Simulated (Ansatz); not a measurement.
`[SiH3]/N=C\[SiH2][SiH3]` → `N[SiH]1C[SiH2][SiH2]1`  (isomerisation)

Isolated molecules relaxed with PBE0-D4/def2-TZVP in Ansatz; ΔE leaves out vibrations. CCSD(T)/CBS adds triple-zeta CCSD(T) − MP2 to the extrapolated MP2 energy (def2 sets, frozen cores). Functionals use def2-TZVPP. B3LYP here is the variant with VWN-RPA as its local correlation; programs differ in this. One conformer a species, not always the lowest.

`[SiH3]/N=C\[SiH2][SiH3]`:

```xyz
14

Si   -2.311   -0.099    0.430
N    -1.524   -0.761   -0.970
C    -0.310   -1.052   -1.167
Si    1.169   -0.867    0.035
Si    1.810    1.384    0.118
H    -3.320   -1.091    0.877
H    -1.402    0.220    1.572
H    -2.985    1.148   -0.005
H    -0.049   -1.448   -2.164
H     2.285   -1.694   -0.500
H     0.804   -1.364    1.388
H     2.935    1.579    1.071
H     2.241    1.827   -1.235
H     0.657    2.218    0.549
```

`N[SiH]1C[SiH2][SiH2]1`:

Z-matrix (Å, degrees):
```
Si
C 1 1.889
Si 1 2.851 2 41.3
N 1 1.718 2 116.2 3 157.7
Si 1 2.362 2 88.4 3 26.9
H 1 1.490 2 109.8 3 -82.3
H 2 1.097 1 108.7 3 -111.1
H 2 1.091 1 116.5 3 126.4
H 3 1.488 1 146.3 2 54.5
H 3 1.489 1 103.4 2 -106.8
H 4 1.007 1 119.5 2 146.7
H 4 1.007 1 121.0 2 -67.9
H 5 1.487 1 123.5 2 -141.4
H 5 1.493 1 112.6 2 83.8
```

```csv
level,ΔE (kcal/mol),difference from CCSD(T)/CBS
PBE-D4,-41.4,-1.5
r2SCAN-D4,-41.5,-1.6
PBE0-D4,-44.4,-4.5
B3LYP-D4,-34.2,5.7
ωB97X-V,-39.7,0.2
ωB97M-V,-40.0,-0.1
B2PLYP,-36.0,3.9
PBE,-41.0,-1.1
r2SCAN,-41.5,-1.6
PBE0,-44.2,-4.3
B3LYP,-33.6,6.3
HF/def2-TZVPP,-28.8,11.1
MP2/def2-TZVPP,-41.5,-1.6
SCS-MP2/def2-TZVPP,-36.3,3.6
CCSD/def2-TZVPP,-37.6,2.3
CCSD(T)/def2-TZVPP,-38.0,1.9
HF/def2-QZVPP,-28.6,11.3
MP2/def2-QZVPP,-42.6,-2.7
SCS-MP2/def2-QZVPP,-37.4,2.5
HF/CBS(def2),-28.6,11.3
MP2/CBS(def2),-43.5,-3.6
CCSD/CBS(def2),-39.6,0.3
CCSD(T)/CBS,-39.9,0
```

Largest T1 diagnostic among the species: 0.014.

In def2-TZVPP, CCSD(T) changes the Hartree–Fock value by −9.1 kcal/mol (the triples alone add −0.3 kcal/mol) and MP2 by −12.7 kcal/mol. From PBE to PBE0 (25 % exact exchange), in def2-TZVPP and without D4, ΔE moves by −3.2 kcal/mol.
